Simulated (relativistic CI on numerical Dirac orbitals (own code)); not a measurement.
**What each ingredient does to the levels of Pb9+**

Base calculation: Dirac-Coulomb-Breit CI, KLI orbitals optimised for each configuration, model QED (radiative potential, 1s self-energy scaled to tabulated hydrogen-like ionisation energies), unscaled Slater integrals.

Configuration list (outside the closed core [Kr] 4d10 4f14): 5s²5p⁶5d⁵, 5s²5p⁶5d⁴6s, 5s²5p⁶5d⁴5f, 5s²5p⁵5d⁶, 5s²5p⁶5d⁴6p, 5s²5p⁶5d³6s6p, 5s²5p⁶5d³5f6s, 5s5p⁶5d⁶, 5s²5p⁶5d⁴7s, 5s²5p⁶5d³6s², 5s²5p⁶5d²5f6s², 5s²5p⁶5d²6s²6p, 5s²5p⁶5d²6s²7s, 5p⁶5d⁷, 5p⁵5d⁸. Double excitations out of closed p, d and f shells are left out; levels of such configurations are missing from the list, as are those of other unlisted configurations, and high levels can miss mixing partners.

The lowest level and the first level of each name with at least 55 % of one term (blank where a level has no safe partner in the second run):

```csv
Level,Base (cm⁻¹),Shift (cm⁻¹)
5s²5p⁶5d⁵ ⁶S5/2,0.0,0.0
5s²5p⁶5d⁵ ⁴G11/2,39384.2,-22.2
5s²5p⁶5d⁵ ⁴G9/2,42376.3,-31.3
5s²5p⁶5d⁵ ⁴P1/2,44924.6,-33.2
5s²5p⁶5d⁵ ²I11/2,61375.0,-69.8
5s²5p⁶5d⁵ ⁴D1/2,63077.2,-83.2
5s²5p⁶5d⁵ ²I13/2,68320.0,-77.7
5s²5p⁶5d⁵ ²G7/2,80716.7,-78.3
5s²5p⁶5d⁵ ²S1/2,90932.9,-76.1
5s²5p⁶5d⁵ ²H11/2,99670.6,-140.4
5s²5p⁶5d⁵ ²P3/2,124909.7,-68.2
5s²5p⁶5d⁵ ²P1/2,137225.3,-114.9
5s²5p⁶5d⁴6s ⁶D3/2,288998.1,-876.4
5s²5p⁶5d⁴6s ⁶D5/2,298185.1,-903.1
```

At this charge energies of transitions that change n are usually good to better than 1 %, and those within a shell (Δn = 0) to a few per cent. Terms inside the open d or f shell come out 10 to 20 % too wide with unscaled integrals. Levels and lines within the n = 5 or 6 shells can be off by up to 10 % or somewhat more, and those that change n by about 2 %, since core polarisation is missing.

Task: One thing was changed in a second run, which moved the levels as shown. Which?
A. configuration mixing switched off
B. Breit term removed
C. one mean potential for all configurations
D. QED terms removed
E. P86 correlation estimate

Result: D. QED terms removed. QED shifts follow the density of s (and p1/2) electrons at the nucleus, so configurations move by their count of such electrons; where none moves, the smaller shifts of p3/2 electrons and of j = l + 1/2 against j = l − 1/2 set the pattern.

LS names give the leading component of a level, which can be under half, so a name can repeat, a term be missing and a line seem to break the LS rules.
